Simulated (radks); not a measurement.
Results of a calculation; reference values are marked as such.
Task: Valence configurations of the fluorine ion F2+ (all share [He]). Level of theory: scalar-relativistic Kohn-Sham, r2SCAN, spin-polarised, spherical densities, finite nucleus; open shells are filled with parallel spins first; meta-GGA in the generalised Kohn-Sham scheme; Fermi nuclear charge, rms radius 2.8976 fm (a radial shooting solver on a logarithmic mesh with Libxc functionals). Order these by energy: 2s0.5 2p4.5; 2p5; 2s1.5 2p3.5; 2s1 2p4; 2s2 2p3.

Result: From the lowest, in eV above it: 2s2 2p3 0.000; 2s1.5 2p3.5 10.369; 2s1 2p4 20.408; 2s0.5 2p4.5 34.725; 2p5 47.302. NIST lists [He] 2s2 2p3 as the ground configuration; this level of theory agrees among the configurations tried. The energies are those of spherical high-spin densities, not of single terms.
